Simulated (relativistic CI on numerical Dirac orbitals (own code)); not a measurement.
**Fe²⁺: M2,3 absorption edge**

Computed with this model: Dirac-Coulomb-Breit CI, orbitals from a KLI potential per configuration, model QED, multiplet model of core-to-valence dipole absorption, unscaled Slater integrals; configurations [Ar] 3d6 → [Ne] 3s2 3p5 3d7; 300 K; Lorentzian 1.2 eV and Gaussian 0.3 eV FWHM. Energies are those of the free ion, without screening or charge transfer. The branching ratio is the share of the lower-energy edge in the whole absorption, uncertain by about 0.02 where the edges overlap. S is read from ⟨S²⟩ = S(S + 1).

Field parameters in Wybourne normalisation: Oh B⁴₀ = 21Dq, B⁴₄ = √(5/14) B⁴₀. The field is a parameter set, without covalency.

free ion: ground-state S = 2.00, centroid 59.27 eV. Peaks (eV, height): 55.5 (41), 59.8 (64), 61.0 (100).

Oh, 10Dq = 3250 cm⁻¹: ground-state S = 2.00, centroid 59.35 eV. Peaks (eV, height): 55.8 (44), 61.0 (100).

Oh, 10Dq = 7350 cm⁻¹: ground-state S = 2.00, centroid 59.41 eV. Peaks (eV, height): 56.0 (47), 60.8 (100).

Oh, 10Dq = 11400 cm⁻¹: ground-state S = 2.00, centroid 59.46 eV. Peaks (eV, height): 56.2 (44), 60.8 (100).

Oh, 10Dq = 15500 cm⁻¹: ground-state S = 2.00, centroid 59.51 eV. Peaks (eV, height): 53.5 (8), 56.8 (40), 60.8 (100), 62.2 (40).

Oh, 10Dq = 19600 cm⁻¹: ground-state S = 0.03, centroid 66.43 eV. Peaks (eV, height): 59.2 (32), 64.8 (100), 70.5 (19), 72.8 (58), 76.0 (10).

Strongest unbroadened transitions for Oh, 10Dq = 15500 cm⁻¹:

```
Energy (eV)  Relative strength
      56.34               18.4
      56.84               24.7
      57.27               18.9
      60.46               24.7
      60.47               16.4
      60.48               26.2
      60.49               58.7
      60.53               29.9
      60.76               38.5
      60.78               80.7
      60.79               42.4
      60.80              100.0
      60.81               25.3
      60.82               24.5
      62.53               27.2
      62.54               28.1
      62.67               17.5
      62.69               20.6
```
